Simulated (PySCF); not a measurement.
## SrIn⁻: one state, many levels of theory

State: ³Σ⁻ (triplet), unpaired electrons π ↑↑. Set-up: PySCF, scalar-relativistic core potentials, basis sets Sr def2-SVPD with ECP28, In def2-SVPD with ECP28. De refers to Sr + In⁻ in their high-spin ground configurations, without counterpoise correction. The functionals are run spin-unrestricted. A positive dipole points towards In; it is taken about the centre of mass and depends on that origin. Levels whose curve was spin-contaminated or gave no clean fit are not listed.

| Level | Re (Å) | ωe (cm⁻¹) | De (eV) | μ (D) | CPU s a point (SCF and correlation, without the integrals) |
| --- | --- | --- | --- | --- | --- |
| ROHF-MP2 | 3.290 | 106 | n/a | n/a | 0.39 |
| PBE | 3.250 | 111 | 1.47 | 1.10 | 0.9 |
| PW91 | 3.239 | 112 | 1.49 | 1.04 | 0.62 |
| B3LYP | 3.289 | 104 | n/a | 0.86 | 1.1 |
| CAM-B3LYP | 3.270 | 104 | n/a | 1.04 | 1.7 |

The bond length runs from 3.239 Å (PW91) to 3.290 Å (ROHF-MP2).

Correlated steps freeze 4 core orbitals. These are scalar-relativistic numbers at best; spin–orbit coupling would shift them, the dissociation energy most. For an ion De counts to the pair picked by the measured ionisation energies or electron affinities, which need not be the lowest pair at this level. The highest Kohn–Sham level is positive in this anion. Much of that is self-interaction error, but it also means that the finite basis helps to hold the extra electron. The state is the lowest determinant that a PBE0 search found; another state may lie lower at other levels.

The whole job (state search and all levels along the bond) took about 3.3 min on 1 thread of Arm Neoverse V1 (shared host), peak memory 0.88 GiB.
